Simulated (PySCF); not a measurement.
## How methods differ on the excitation energy of W²⁺

W²⁺ [Xe] 4f14 5d4 (5D) → W²⁺ [Xe] 4f14 5d3 6s1 (5F), as a difference of total energies. Computed with PySCF 2.14 in aug-cc-pVTZ-PP with one added diffuse shell each of s, p, d, f, g type with ECP60MDF (7s7p6d4f3g, 113 functions), with scalar relativity through the core potential. Correlated levels: valence: 5s2 5p6 frozen. The calculations carry no spin-orbit coupling.

```csv
method,excitation energy (cm⁻¹)
UHF,10239
LDA,8752.8
PBE,9225.3
PBE0,10425
r2SCAN,8100.7
r2SCANh,8628.5
BP86,8838.6
wB97M-V,10689
MP2 (valence),11109
SCS-MP2 (valence),10529
```
